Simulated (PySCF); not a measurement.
This PySCF input asks for the NMR shieldings of `CC#C[Si@@H]1C[SiH2][SiH2][SiH2]1`, C4H12Si4; the geometry comes from GFN2-xTB.

```python
import basis_set_exchange as bse
import numpy as np
from pyscf import gto, dft
from pyscf.prop import nmr

atoms = """
C     4.414359   -0.075575    0.091933
C     3.021049   -0.116278   -0.294768
C     1.861436   -0.146050   -0.624290
Si    0.065676   -0.233618   -1.049466
C    -0.731186    1.436530   -0.528376
Si   -2.619003    1.401102   -0.218609
Si   -3.012090   -0.662808    0.777717
Si   -1.120026   -1.863136    0.124473
H     4.605794   -0.813252    0.871600
H     4.669815    0.914414    0.470437
H     5.046303   -0.298519   -0.767641
H     0.006641   -0.335871   -2.519805
H    -0.490749    2.203603   -1.263372
H    -0.246827    1.757770    0.396121
H    -3.291320    1.541534   -1.520238
H    -2.983219    2.601645    0.547172
H    -3.170875   -0.571636    2.236856
H    -4.278185   -1.265783    0.337665
H    -0.342206   -2.429058    1.235797
H    -1.410534   -3.034336   -0.715941
"""
names = dict.fromkeys(["C", "Si", "H"], "pcSseg-1")
basis = {el: gto.basis.parse(bse.get_basis(n, elements=[el], fmt="nwchem")) for el, n in names.items()}
mol = gto.M(atom=atoms, basis=basis, charge=0, verbose=0)
mf = dft.RKS(mol, xc="PBE0")
mf.grids.level = 2
mf.grids.alignment = dft.numint.BLKSIZE   # the property module wants whole blocks of grid points
mf.conv_tol = 1e-9
mf.kernel()

calc = nmr.RKS(mf)   # GIAO
C = mf.mo_coeff
Co = C[:, mf.mo_occ > 0]
resp = mf.gen_response(singlet=True, hermi=2)
def vind(x):   # induced exchange potential for any number of trial vectors
    d = np.einsum("pi,xij,qj->xpq", C, 2 * x.reshape(-1, C.shape[1], Co.shape[1]), Co, optimize=True)
    return np.einsum("xpq,pi,qj->xij", resp(d - d.transpose(0, 2, 1)), C, Co, optimize=True).ravel()
mo1, _ = nmr.rhf.solve_mo1(calc, with_cphf=vind)
sigma = calc.kernel(mo1)
for i, s in enumerate(sigma):   # ppm
    print("%2d %-2s %9.2f" % (i, mol.atom_pure_symbol(i), np.trace(s) / 3))
```

**Question.** Give the expected output.

**Answer.** 
```
 0 C     180.59
 1 C      71.45
 2 C     102.95
 3 Si    405.17
 4 C     191.22
 5 Si    418.33
 6 Si    473.15
 7 Si    470.81
 8 H      29.64
 9 H      29.63
10 H      29.61
11 H      27.03
12 H      31.00
13 H      31.81
14 H      27.79
15 H      27.41
16 H      28.25
17 H      28.35
18 H      28.25
19 H      28.32
```

These numbers come from an equivalent density-fitted implementation of the same equations, which agrees with the script to about 0.01 ppm for H and up to a few tenths of a ppm for heavy atoms, so last digits may differ.

**Question.** Turn these shieldings into chemical shifts. δ = σ(ref) − σ, references computed at the same level: ¹³C (186.93 ppm) and ²⁹Si (349.16 ppm) and ¹H (31.72 ppm) vs TMS.

**Answer.** Averaging equivalent atoms: C 1: 115.5; C 2: 84.0; C 0: 6.3; C 4: -4.3; Si 3: -56.0; Si 5: -69.2; Si 7: -121.7; Si 6: -124.0; H 11: 4.69; H 15: 4.31; H 14: 3.93; H 16: 3.47; H 18: 3.47; H 19: 3.40; H 17: 3.37; H 8/9/10: 2.09; H 12: 0.72; H 13: -0.09 ppm. 

Size and cost of the density-fitted run: 224 basis functions, 47 s wall time on 1 thread of an Arm Neoverse V1, shared host; peak memory 1.1 GiB.
